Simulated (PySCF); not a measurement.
C2H8O2Si, SMILES CC[SiH](O)O. Atoms are numbered in the order given.

```xyz
13

Si     0.5008     0.1954     0.2789
O      0.4687     1.2902    -0.9780
O      1.8332    -0.7995     0.2288
C     -0.9820    -0.9055     0.0824
C     -2.3109    -0.1562     0.0490
H      0.5108     0.9732     1.5621
H      0.9022     2.1360    -0.8420
H      2.6903    -0.4081     0.4151
H     -0.8287    -1.4754    -0.8509
H     -0.9630    -1.6525     0.8944
H     -3.1623    -0.8384    -0.0996
H     -2.3259     0.5824    -0.7670
H     -2.4917     0.3914     0.9882
```
Charge 0, spin multiplicity 1.

The structure is a stationary point at PBE0-D3(BJ)/def2-SVP. The values are those of a single conformer.

The numbers are results of PBE/def2-TZVP (PySCF), not measurements.

The total energy is -520.75491 hartree. The highest occupied level is -6.89 eV, the lowest empty level comes out as -0.31 eV and the orbital gap comes out as 6.58 eV. The dipole moment is 1.79 D and the quadrupole, principal values (traceless, Buckingham form, about the centre of nuclear charge) is -6.35, -3.90, 10.24 D·Å. The mean static polarisability is 58.0 bohr³ (8.60 Å³) and the polarisability, principal values is 52.5, 56.1, 65.6 bohr³.
